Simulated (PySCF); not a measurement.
GeH, SMILES [GeH] (connectivity only; charge and spin as stated), charge +1, multiplicity 1.

Geometry optimised at PBE-D3(BJ)/def2-TZVPD. The multiplicity is an assumed one; other spin states were not compared.

Method: ωB97X/def2-TZVPD run with PySCF.

```
Item                                                               Value
------------------------------------------------  ----------------------
total energy                                         -2077.28432 hartree
point group                                                          C∞v
highest occupied level                                         -17.36 eV
lowest empty level                                              -8.04 eV
orbital gap                                                      9.31 eV
dipole moment about the centre of nuclear charge                  0.28 D
mean static polarisability                          21.6 bohr³ (3.20 Å³)
polarisability, principal values                  18.9, 18.9, 27.1 bohr³
```
